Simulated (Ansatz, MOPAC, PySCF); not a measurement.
Dimer: AsH3 (SMILES [AsH3]) (first 4 atoms) with H2Se (SMILES [SeH2]); geometry from B3LYP-D3(BJ)/def2-TZVP, rigid monomers moved along the line of their centres of mass till As1···Se5 is 3.36 Å.
(charge 0, multiplicity 1):
```csv
atom,x (Å),y (Å),z (Å)
As,-0.1887,-0.1176,-0.3551
H,-0.1534,-0.0902,-1.8806
H,1.3100,0.1333,-0.2509
H,-0.5074,1.3694,-0.2698
Se,-0.0466,-0.4812,2.9774
H,-1.4904,-0.5497,2.7152
H,-0.2771,0.0277,4.3392
```

Monomers are frozen at their geometry in the pair; levels with a basis set take the counterpoise correction. Rows marked so take none.

Rows in 6-31G* carry no dispersion term and start afresh at each structure (6-31G* with six Cartesian d functions); the Pople sets are all-electron and without relativity. The state reached by AM1 isn't checked.

Programs: Ansatz (an electronic-structure program); MOPAC for AM1 (differences of heats of formation); PySCF for 6-31G* rows. Values without a source in brackets are computed.

Question: One of these levels gives 126.2 meV for the interaction energy. Name it.
(A) HF/6-31G* (no counterpoise)
(B) PBE/def2-TZVPPD
(C) B3LYP/6-31G* (no counterpoise)
(D) AM1

Answer: A, HF/6-31G* (no counterpoise). The others give -90.6 (AM1), 2.8 (PBE/def2-TZVPPD), 51.5 (B3LYP/6-31G* (no counterpoise))
